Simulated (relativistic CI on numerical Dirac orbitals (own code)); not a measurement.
# Electric-dipole transitions in Ga15+

These numbers are calculated, not measured: Dirac-Coulomb-Breit CI, orbitals from a KLI potential per configuration, a model potential for QED, unscaled Slater integrals (own radial code, finite nucleus).

CI space (outside the closed core [Ne]): 3s2 3p4, 3s 3p5, 3s2 3p3 3d, 3p6, 3s 3p4 3d, 3p5 3d, 3s 3p3 3d2, 3s2 3p3 4s, 3s2 3p2 3d 4p, 3p5 4s, 3s2 3p3 4p, 3p5 4p, 3s 3p3 3d 4s, 3s2 3p3 4d, 3s 3p4 4s, 3s2 3p3 4f, 3s 3p4 4p, 3p4 3d 4p, 3s 3p4 4d, 3s 3p4 4f, 3s2 3p3 5s, 3s2 3p3 5p, 3s2 3p2 4s 4p, 3s2 3p3 5d, 3s2 3p3 5f, 3s2 3p3 5g, 3s 3p3 4s2, 3s 3p4 5s, 3s2 3p3 6s, 3s2 3p2 3d2, 3s2 3p 3d3, 3s 3p2 3d3, 3s2 3p 3d2 4s, 3s2 3p 3d2 4p, 3s2 3p 3d2 4d, 3p4 3d2, 3p3 3d3, 3p3 3d2 4s, 3p3 3d2 4p, 3p3 3d2 4d, 3s2 3p2 3d 4s, 3s 3p2 3d2 4s, 3s2 3p 3d 4s2, 3s2 3p 3d 4s 4p, 3s2 3p 3d 4s 4d, 3p4 3d 4s, 3p3 3d 4s2, 3p3 3d 4s 4p, 3p3 3d 4s 4d, 3s2 3p2 4s2, 3s 3p2 3d 4s2, 3s2 3p 4s2 4p, 3s2 3p 4s2 4d, 3s2 3p2 4p2, 3s2 3p 3d 4p2, 3s 3p2 3d 4p2, 3s2 3p 4s 4p2, 3s2 3p 4p3, 3s2 3p 4p2 4d. Double excitations out of closed p, d and f shells are left out; levels of such configurations are missing from the list, as are those of other unlisted configurations, and high levels can miss mixing partners. These lack a partner that the ground configuration has and come out too high: 3s2 3p3 4f, 3s 3p4 4p, 3s 3p4 4d, 3s 3p4 4f, 3s2 3p3 5s.

| λ vac (Å) | Lower | Upper | A (s⁻¹) | E lower (eV) | E upper (eV) |
| --- | --- | --- | --- | --- | --- |
| 128.72 | 3s 3p5 3P°_2 [6] | 3s 3p4 3d 3D_3 [102] | 5.28e+10 | 50.152 | 146.475 |
| 129.43 | 3s 3p5 3P°_2 [6] | 3s 3p4 3d 3D_3 [98] | 1.16e+11 | 50.152 | 145.946 |
| 129.89 | 3s2 3p4 3P_2 [1] | 3s2 3p3 3d 3D°_3 [42] | 1.83e+11 | 0.000 | 95.456 |
| 130.38 | 3s2 3p4 1D_2 [4] | 3s2 3p3 3d 1F°_3 [46] | 2.11e+11 | 8.306 | 103.400 |
| 130.41 | 3s2 3p4 3P_0 [2] | 3s2 3p3 3d 3D°_1 [44] | 1.05e+11 | 3.774 | 98.846 |
| 130.60 | 3s 3p5 3P°_2 [6] | 3s 3p4 3d 3P_2 [96] | 1.09e+11 | 50.152 | 145.088 |
| 132.88 | 3s2 3p4 3P_1 [3] | 3s2 3p3 3d 3D°_2 [43] | 1.40e+11 | 4.285 | 97.594 |
| 132.90 | 3s2 3p4 1D_2 [4] | 3s2 3p3 3d 1D°_2 [45] | 1.40e+11 | 8.306 | 101.600 |
| 132.96 | 3s2 3p3 3d 5D°_4 [14] | 3s2 3p2 3d2 5P_3 [143] | 1.63e+11 | 67.700 | 160.952 |
| 133.11 | 3s2 3p3 3d 3G°_5 [24] | 3s2 3p2 3d2 3G_5 [177] | 1.36e+11 | 79.472 | 172.614 |
| 133.75 | 3s2 3p3 3d 5D°_3 [13] | 3s2 3p2 3d2 5D_3 [137] | 1.36e+11 | 67.220 | 159.921 |
| 134.25 | 3s2 3p4 1S_0 [5] | 3s2 3p3 3d 1P°_1 [47] | 1.69e+11 | 16.682 | 109.035 |
| 134.36 | 3s2 3p3 3d 5D°_4 [14] | 3s2 3p2 3d2 5D_4 [138] | 1.66e+11 | 67.700 | 159.978 |
| 134.86 | 3s2 3p4 3P_2 [1] | 3s2 3p3 3d 3P°_1 [37] | 1.29e+11 | 0.000 | 91.936 |
| 134.90 | 3s2 3p4 3P_2 [1] | 3s2 3p3 3d 3P°_2 [36] | 1.32e+11 | 0.000 | 91.906 |
| 135.92 | 3s2 3p3 3d 1G°_4 [25] | 3s2 3p2 3d2 1G_4 [171] | 8.88e+10 | 80.032 | 171.248 |
| 141.15 | 3s2 3p3 3d 3D°_3 [42] | 3s2 3p2 3d2 3F_4 [220] | 1.84e+11 | 95.456 | 183.293 |
| 141.40 | 3s2 3p3 3d 1F°_3 [46] | 3s2 3p2 3d2 1G_4 [247] | 2.41e+11 | 103.400 | 191.086 |
| 141.55 | 3s2 3p3 3d 3G°_5 [24] | 3s2 3p2 3d2 3H_6 [162] | 5.97e+10 | 79.472 | 167.063 |
| 149.12 | 3s2 3p3 3d 5D°_4 [14] | 3s2 3p2 3d2 5F_5 [117] | 4.25e+10 | 67.700 | 150.843 |

Terms are leading LS components. Brackets give the number of a level in order of energy, since labels repeat. The list gives strong lines, with weight on those to low levels, without lines whose two gauges differ by over a factor of 2.5, among the lowest 400 of 8828 levels, so that lines to higher ones, which can be the strongest, are missing. Levels whose partners in the same complex of configurations lie outside the list can be far off, and so can their lines. Rates are taken at the computed energies, electric ones in the length gauge.

At this charge energies of transitions that change n are usually good to better than 1 %, and those within a shell (Δn = 0) to a few per cent.

LS names give the leading component of a level, which can be under half, so a name can repeat, a term be missing and a line seem to break the LS rules.
